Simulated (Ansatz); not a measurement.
Isolated molecules relaxed with PBE0-D4/def2-TZVP in Ansatz; ΔE leaves out vibrations. CBS: MP2 limit from def2 TZ/QZ plus the TZ coupled-cluster correction, frozen cores. This one scheme is used for every species. Each species was taken in one conformer, which may not be the lowest.

Reaction (ligand exchange at a B–S bond): `[SiH3][SiH2]BS` + H–F → `FB[SiH2][SiH3]` + H₂S

```csv
species,CCSD/def2-TZVPP energy (Eh)
`[SiH3][SiH2]BS`,-1004.81226
H–F,-100.33828
`FB[SiH2][SiH3]`,-706.23972
H₂S,-398.92311
```

Problem. Work out ΔE.

Solution. ΔE = (-706.23972) + (-398.92311) − (-1004.81226) − (-100.33828) = -0.01229 Eh = -32.3 kJ/mol. CCSD(T)/CBS gives -22.5 kJ/mol.

Largest T1 diagnostic among the species: 0.016.

In def2-TZVPP, CCSD(T) changes the Hartree–Fock value by +30.2 kJ/mol (the triples alone add +5.4 kJ/mol) and MP2 by +37.8 kJ/mol. The D4 term adds +9.2 kJ/mol with B3LYP and +5.1 kJ/mol with PBE0; it sums over pairs of atoms, weighted by their polarisabilities, and B3LYP, whose exchange is more repulsive, gets the larger term.

B3LYP here is the variant with VWN-RPA as its local correlation; programs differ in this.
